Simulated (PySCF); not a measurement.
C2H7GaO, SMILES [O]([GaH][CH3])C.

The structure is a stationary point at r2SCAN-D4/def2-SVP. The structure was generated by enumeration; whether it is a known compound was not checked. One conformer was computed; it need not be the lowest.

The numbers are results of TDDFT-ωB97X/def2-SVPD run with PySCF 2.14.0, not measurements.

Vertical excitations.  State labels are in the subgroup Cs.

Computed excitation energies, oscillator strengths and character:
| state | symmetry | energy (eV) | λ (nm) | f | main pairs |
|---|---|---|---|---|---|
| S1 | A" | 5.92 | 210 | 0.006 | HOMO−1→LUMO 89 % |
| S2 | A' | 6.45 | 192 | 0.066 | HOMO→LUMO 92 % |
| S3 | A" | 6.46 | 192 | 0.001 | HOMO−2→LUMO 88 % |
| S4 | A" | 7.24 | 171 | 0.011 | HOMO→LUMO+1 48 %, HOMO→LUMO+3 39 % |
| S5 | A' | 7.56 | 164 | 0.056 | HOMO−1→LUMO+1 45 %, HOMO−1→LUMO+3 37 % |
| S6 | A' | 8.09 | 153 | 0.240 | HOMO−2→LUMO+1 66 % |
| S7 | A" | 8.31 | 149 | 0.016 | HOMO→LUMO+2 78 % |
| S8 | A' | 8.35 | 149 | 0.025 | HOMO−2→LUMO+3 42 %, HOMO−1→LUMO+3 17 %, HOMO−1→LUMO+2 13 %, HOMO−1→LUMO+1 12 % |
| S9 | A' | 8.44 | 147 | 0.223 | HOMO−1→LUMO+2 68 %, HOMO−1→LUMO+3 11 % |
| S10 | A" | 8.73 | 142 | 0.002 | HOMO→LUMO+1 41 %, HOMO→LUMO+3 32 %, HOMO→LUMO+9 10 % |
| T1 | A" | 5.68 | 218 | 0 | HOMO−1→LUMO 80 %, HOMO−2→LUMO 16 % |
| T2 | A' | 5.76 | 215 | 0 | HOMO→LUMO 94 % |
| T3 | A" | 6.23 | 199 | 0 | HOMO−2→LUMO 80 %, HOMO−1→LUMO 15 % |
| T4 | A' | 7.00 | 177 | 0 | HOMO−1→LUMO+3 36 %, HOMO−1→LUMO+1 32 %, HOMO−2→LUMO+2 7 % |
Triplets are in the Tamm–Dancoff approximation, which puts them higher than full response would, so one can lie above its singlet here.
